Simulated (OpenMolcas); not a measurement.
V3+: moving the ligands

V3+ with 4 ligands (fluoride) in tetrahedral coordination (Td) at 1.82 Å. A charge of +0.25 e stands 3.2 Å behind each ligand. Ligand basis ANO-RCC-VDZP.

```yaml
Program: OpenMolcas
Method: "SS-CASPT2, IPEA 0.25 Eh, imaginary shift 0.1 Eh (closed shells correlated: 3s 3p and the ligand valence shells)"
Basis: ANO-RCC-VTZP [6s5p3d2f1g]
Scalar_Hamiltonian: DKH2, point nucleus
Active_space: 2 electrons in 5 orbitals (3d)
State_averaging: 2S+1 = 3 even, 10 roots; 2S+1 = 1 even, 15 roots
Spin-orbit_coupling: RASSI with atomic mean-field integrals over the reference wave functions
```

Runs around this geometry, states (labels of Td). Energies in cm-1 above the lowest state or level, χT in cm3 K/mol.

```tsv
R (Å)	Ground state	First state of that spin	First gap with spin-orbit (degeneracies)	χT at 300 K	First state of another spin
1.76	3A2	3T2 8410	8360 (3, 1)	0.980	1E 10500
1.82	3A2	3T2 7450	7390 (3, 1)	0.978	1E 10540
1.88	3A2	3T2 6460	6400 (3, 1)	0.974	1E 10550
```

Taking the first state of the same spin as R^-n, n = -ln(6460 / 8410) / ln(1.88 / 1.76) = 4.0 between the shortest and longest distance.

Roots that are degenerate in the reference are averaged as groups; the widest CASPT2 spread within a group is 800 cm-1 (the 3-fold group of multiplicity 3 near 14500 cm-1 above the lowest state of its run, R = 1.76). Shifts and gaps below about the spread of the groups concerned are not significant. Ligand-to-metal charge-transfer states are missing. With no ligand orbital active B as a rule stays too high, so bands that hang on it stand too high and its fall with covalency is understated. With one d shell and no ligand orbital active, 10Dq can be off by a tenth or more. These CASPT2 states fit no ligand-field parameters well, so their order and spin gaps are uncertain (holds for R = 1.88). No measured value stands beside these numbers; the geometry is a model, was not optimised and need not be the one that this ion takes.
